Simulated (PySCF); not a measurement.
Saddle point of SiH$_{3}$OF$_{3}$, closed shell (SiHF₃ ([F][SiH]([F])[F]) + H₂O → SiH₂OF₂ ([OH][SiH]([F])[F]) + HF; bonds formed: Si1–O7, F2–H6; bonds broken: Si1–F2, H6–O7), PBE0-D4/def2-TZVP structure:

Si1  (-0.605, 0.199, -0.042)
F2  (-0.036, -1.609, -0.340)
F3  (-0.744, 0.359, -1.613)
F4  (-0.659, 1.755, 0.375)
H5  (-1.704, -0.344, 0.752)
H6  (0.957, -1.032, 0.064)
O7  (1.062, 0.010, 0.519)
H8  (1.728, 0.663, 0.284)
(Å)

Energies are electronic, without zero-point energy. Barriers and step energies count from the start structure reached by relaxing down the imaginary mode; all methods use the PBE0-D4 structures, on which another method's saddle can fall below an end. Program: PySCF 2.14 with density fitting (its default auxiliary sets; JK sets also for MP2 and CCSD(T)). Basis: def2-TZVPP, with def2-QZVPP for the basis limit. Cores are frozen in the correlated methods. B3LYP uses VWN-RPA correlation. Extrapolation: Hartree–Fock as exp(−7.88 √X), correlation as X^−2.97.

```csv
method,barrier (eV),step energy (eV)
SPW92,0.504,0.140
PBE-D4,0.956,0.212
r2SCAN-D4,1.047,0.281
PBE0-D4,?,0.205
B3LYP-D4,1.202,0.231
BHLYP-D4,1.320,0.242
wB97M-V,?,0.266
HF,1.758,0.277
MP2,?,0.219
CCSD,1.316,0.247
CCSD(T),1.231,0.240
```

Task: Fill in the withheld barriers. (To be estimated.)

Result: Computed: wB97M-V 1.116; PBE0-D4 1.062; MP2 1.185 eV. Each is the energy of the saddle less that of the start structure, by the same method.

For comparison, the barrier by CCSD(T) at an estimated basis limit (MP2 extrapolated from triple and quadruple zeta, plus CCSD(T) − MP2 in triple zeta) is 1.216 eV.

No T1 diagnostic of these runs exceeds 0.012.

The step is the kind of ligand exchange by which a precursor binds to a hydroxyl group, or is hydrolysed, in atomic layer deposition of oxides.

Labels in which every atom is bracketed show which atoms are joined, not bond orders.

For scale, one of the runs: CCSD(T)/def2-TZVPP, 208 basis functions, launched by `OMP_NUM_THREADS=4 python run.py`. Time: 12 min of wall clock on 4 CPU threads of an Arm Neoverse V2; the host was shared. Peak host memory: 3.8 GiB.
